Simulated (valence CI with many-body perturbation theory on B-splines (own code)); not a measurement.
**Hyperfine factors and g values of Mn20+**

Computed by configuration interaction combined with many-body perturbation theory (CI+MBPT): three valence electrons over a frozen Dirac-Fock core [He], a basis of 11 s, 11 p, 10 d, 8 f, 5 g, 2 h functions for each j, with the one-electron correlation potential Σ1 (screened to all orders), the two-electron term Σ2, the three-electron term Σ3, Breit, model QED; selected single and double excitations, second order for the rest, scaled by the run's own slope (own B-spline code, finite nucleus).

No measured spectrum was set against this ion. As an estimate, levels of excited configurations hold to 0.05 to 0.15 % of their energy, terms of the ground configuration to about 0.5 %.

A/g_I is the dipole constant over the nuclear g factor μ/I (μ in nuclear magnetons, uniformly magnetised nucleus), B/Q the quadrupole constant per barn. Both hold the static response of the core; the bare values leave it out. Large factors of s and p1/2 electrons are usually good to 5 to 10 %; those of open d and f shells near neutrality can be off by tens of per cent, and small factors of p3/2, d and f electrons come from cancelling terms and can be off by a factor of two or in sign, in half-filled shells by more. B is blank for J = 1/2, where it vanishes, and for nearly pure S terms. Energies count from the lowest level.

Names give the largest LS component (configuration and term), which can be under half, so a name can repeat, a term be missing and a line seem to break the LS rules; names also repeat where a configuration has a term twice. Letters in brackets count levels of one name in rising energy.

```csv
Level,E (eV),g,A/g_I (MHz),A/g_I bare,B/Q (MHz/b),B/Q bare
2s²2p ²P°_1/2,0.0,0.661,138000,136000,,
2s²2p ²P°_3/2,12.3,1.330,25900,27400,47100,47300
2s2p² ⁴P_1/2,47.0,2.641,254000,253000,,
2s2p² ⁴P_3/2,52.6,1.727,109000,109000,38200,38400
2s2p² ⁴P_5/2,58.3,1.579,115000,115000,-42800,-43000
2s2p² ²D_3/2,85.2,0.819,-19600,-17300,63100,63400
2s2p² ²D_5/2,87.3,1.215,123000,121000,90300,90700
2s2p² ²P_1/2,100.0,1.241,157000,153000,,
2s2p² ²S_1/2,113.0,1.445,319000,309000,,
2s2p² ²P_3/2,114.7,1.312,-28400,-24100,-44600,-44800
2p³ ⁴S°_3/2,146.0,1.944,-4260,3020,,
2p³ ²D°_3/2,162.5,0.902,25600,25100,39100,39300
2p³ ²D°_5/2,165.5,1.197,45900,47400,-421,-423
2p³ ²P°_1/2,182.6,0.661,138000,135000,,
2p³ ²P°_3/2,188.2,1.279,24400,26600,-41300,-41500
2s²3s ²S_1/2,919.8,2.000,125000,123000,,
2s²3p ²P°_1/2,941.0,0.665,35100,34600,,
2s²3p ²P°_3/2,944.5,1.333,14400,14700,14500,14600
2s2p3s ⁴P°_1/2,962.4,2.619,270000,264000,,
2s²3d ²D_3/2,963.9,0.798,4860,4830,2560,2610
2s²3d ²D_5/2,965.0,1.199,1890,1890,3550,3620
2s2p3s ⁴P°_3/2,965.6,1.705,187000,183000,-34400,-34500
2s2p3s ²P°_1/2 [a],974.0,0.696,92500,91600,,
2s2p3s ⁴P°_5/2,974.1,1.598,129000,127000,48700,49000
2s2p3p ⁴D_1/2,981.0,0.179,-33800,-32500,,
2s2p3s ²P°_3/2 [a],983.0,1.349,130000,129000,43800,44000
2s2p3p ⁴D_3/2,983.9,1.230,134000,132000,-18700,-18800
2s2p3p ²P_3/2 [a],988.1,1.478,60900,60200,-3190,-3210
2s2p3p ²P_1/2 [a],988.8,0.611,-117000,-115000,,
2s2p3p ⁴D_5/2,989.2,1.379,90200,89100,3210,3220
2s2p3p ⁴P_1/2,992.5,2.588,291000,287000,,
2s2p3p ⁴S_3/2 [a],993.9,1.446,86800,85900,373,370
2s2p3p ⁴D_7/2,996.9,1.427,78000,77400,62600,62900
2s2p3p ⁴P_3/2,998.3,1.333,119000,117000,39000,39200
2s2p3p ⁴S_3/2 [b],1000.2,1.561,104000,103000,19000,19000
2s2p3p ⁴P_5/2,1000.3,1.493,109000,108000,8740,8800
2s2p3d ⁴F°_3/2,1001.5,0.455,-44600,-43400,10600,10700
2s2p3d ⁴F°_5/2,1003.6,1.065,40300,39700,-348,-300
2s2p3p ²D_5/2 [a],1005.5,1.288,70600,70200,43200,43400
2s2p3d ⁴F°_7/2,1006.8,1.264,61700,60800,-5860,-5820
```

Problem. Take the isotope of mass number 53, with I = 7/2, μ = 5.033 μN and Q = 0.17 b. What is the hyperfine structure of 2s2p² ⁴P_5/2?

Solution. From the table A = 165000 MHz, B = -7280 MHz. Shifts from the centre of gravity in MHz: F = 1: -1860000, F = 2: -1530000, F = 3: -1030000, F = 4: -369000, F = 5: 456000, F = 6: 1440000.
